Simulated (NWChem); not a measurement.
Isomers of Si$_{2}$H$_{4}$OClF, each optimised at PBE0/def2-SVP with NWChem, gas phase unless a solvent is named. Flexible species stand in one conformer each, which need not be the lowest. 

A: F[SiH2]O[SiH2]Cl
B: Cl[Si@@]([SiH3])(O)F
C: O[Si@@H](F)[SiH2]Cl
D: O[Si@@H](Cl)[SiH2]F

```tsv
quantity	A	B	C	D
orbital gap (eV), PBE0/def2-SVP	9.49	8.84	7.60	7.63
SMD solvation free energy in water, PBE0/def2-SVP (kcal/mol)	1.1	-2.8	-3.5	-3.4
SMD solvation free energy in toluene, PBE0/def2-SVP (kcal/mol)	-2.4	-3.6	-3.9	-3.9
```
